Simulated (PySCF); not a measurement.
Start geometry of `C[As](C)C` from GFN2-xTB (Å):
```
atom  x, y, z in Å
C1    -0.402    1.593    0.395
As2   -0.216   -0.217    1.098
C3     1.574   -0.530    0.352
C4    -1.171   -1.121   -0.347
H5    -0.166    1.649   -0.676
H6     0.218    2.315    0.931
H7    -1.442    1.951    0.511
H8     1.648   -0.249   -0.698
H9     1.863   -1.573    0.479
H10    2.329    0.060    0.912
H11   -0.871   -0.789   -1.312
H12   -1.059   -2.200   -0.270
H13   -2.298   -0.906   -0.265
```

What comes out of this run: PBE0-D3(BJ)/def2-SVP geometry optimisation, gas phase (PySCF)?

```
atom  x, y, z in Å
C1    -0.2075    1.6485    0.4409
As2   -0.1415   -0.2057    1.0897
C3     1.5430   -0.7071    0.2085
C4    -1.3540   -0.9733   -0.2542
H5    -0.0402    1.7043   -0.6457
H6     0.5620    2.2433    0.9548
H7    -1.1895    2.0844    0.6769
H8     1.5415   -0.4267   -0.8560
H9     1.6920   -1.7936    0.2946
H10    2.3832   -0.2061    0.7115
H11   -1.0772   -0.6629   -1.2735
H12   -1.3221   -2.0710   -0.1906
H13   -2.3838   -0.6479   -0.0452
```

The energy falls by 9.8 kJ/mol over 9 energy and gradient evaluations, the largest force component goes from 0.0444 to 1.6e-04 Eh/bohr, and the atoms move by 0.026 Å rms after alignment. The bond that changes most is C4–H13 (methyl carbon to methyl hydrogen), which shortens by 0.050 Å. Bonds longer at the end by more than 0.005 Å: 7 of 12; shorter: 3. Among the angles that change most is As2–C1–H6, from 112.5° to 109.4°. Rotational constants go from 4749, 4715, 3496 to 4716, 4712, 3425 MHz. The orientation of the end geometry is arbitrary; only internal coordinates are fixed.

The run used 119 basis functions and 53 SCF cycles in all.

No frequency check.
